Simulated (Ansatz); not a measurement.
Input file for Ansatz (a program for electronic structure): R-CCSD(T)/def2-TZVPP on CH5OSb (SMILES C[O][SbH2]), a point of a torsion scan. Elements past Kr take the def2 small-core potentials; no spin–orbit coupling. The run froze 11 orbitals, filled d shells among them.

Ansatz 0.2 input:
```yaml
crystal:
  periodic: [false, false, false]
  atoms:
    - {symbol: C, position_ang: [1.15854327, 0.07064616, -0.00931267]}
    - {symbol: O, position_ang: [0.17470410, -0.62928488, -0.70649336]}
    - {symbol: Sb, position_ang: [-1.72963026, -0.51010690, -0.11401140]}
    - {symbol: H, position_ang: [0.95520096, 1.14560191, 0.01584954]}
    - {symbol: H, position_ang: [1.27424374, -0.28597043, 1.01926049]}
    - {symbol: H, position_ang: [2.09732171, -0.09512712, -0.54013746]}
    - {symbol: H, position_ang: [-2.16040247, -0.74622511, -1.72629338]}
    - {symbol: H, position_ang: [-1.82134396, 1.18227203, -0.39150291]}
basis:
  gaussian:
    orbitals: def2-TZVPP
magnetization: {spin_polarized: false}
correlation: {method: ccsd_t, electrons: outside_noble_gas}
scf: {lower_state_search: off}
```

Program output:

```
WARN ansatz: RAYON_NUM_THREADS=1 ignored (pool sized by the plan → 1); use --threads N
Functional definition: HF
these checks for a lower state are left out or cut short: stability, starts, cluster_reference, orbital_swaps, neighbouring_geometries, increment
integrals: 0.62 GiB planned
1229 factors; integrals over basis functions are off by at most 1.1e-3 eV
mean field: 0.53 GiB planned
mean field evaluation 1: about -9654.9096 eV, gradient 3.5e1 eV
mean field evaluation 2: about -9655.1196 eV, gradient 3.5e1 eV
mean field evaluation 4: about -9657.8355 eV, gradient 3.6e0 eV
mean field evaluation 8: about -9657.8867 eV, gradient 2.4e-1 eV
mean field -9657.88711535 eV, -354.9208051381 hartree, gradient 3.2e-6 eV, S^2 0.000000; 0 other end points of the search recorded, 0 dependent functions left out
11 core orbitals not correlated
reference -9657.88711535 eV, -354.9208051381 hartree; 10, 10 occupied and 161, 161 virtual orbitals, 1229 factors
second order -14.90133650 eV of doubles, -0.00000000 eV of singles
coupled cluster: 1.87 GiB planned
cycle   1  -15.25711332 eV  change   -3.6e-1 eV  update   9.8e-2
cycle   2  -15.68857385 eV  change   -4.3e-1 eV  update   3.3e-2
cycle   3  -15.80793145 eV  change   -1.2e-1 eV  update   1.8e-2
cycle   4  -15.79825761 eV  change    9.7e-3 eV  update   4.8e-3
cycle   5  -15.79748666 eV  change    7.7e-4 eV  update   2.5e-3
cycle   6  -15.79840694 eV  change   -9.2e-4 eV  update   8.3e-4
cycle   7  -15.79801435 eV  change    3.9e-4 eV  update   4.0e-4
cycle   8  -15.79795632 eV  change    5.8e-5 eV  update   1.3e-4
cycle   9  -15.79802410 eV  change   -6.8e-5 eV  update   5.4e-5
cycle  10  -15.79801362 eV  change    1.0e-5 eV  update   2.2e-5
perturbative correction -0.58767500 eV, -0.0215966578 hartree
Total energy: -9674.27280397 eV, -355.5229680881 hartree
Checks for a lower state left out: stability, starts, cluster_reference, orbital_swaps, neighbouring_geometries, increment
```

Self-consistency was reached.

Cost: about 40 core-seconds (a rough figure).
